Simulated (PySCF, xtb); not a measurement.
MoH₅, SMILES [MoH5] (connectivity only; charge and spin as stated), neutral, multiplicity 2.

Harmonic wavenumbers (cm⁻¹) from GFN2-xTB in xtb at its own minimum, in rising order: 200, 580, 624, 644, 821, 913, 1138, 1354, 1630, 1661, 1671, 1715.

Task: What does PySCF 2.14.0 with PBE0-D3(BJ)/def2-TZVPD give at its own minimum? (Estimate from the structure and the level; the computed values follow.)

Result: 410, 505, 813, 829, 836, 907, 922, 1911, 1950, 1963, 2048, 2051. Paired by order, the mean absolute difference is 232 cm⁻¹ and the zero-point energies are 18.5 and 21.7 kcal/mol.
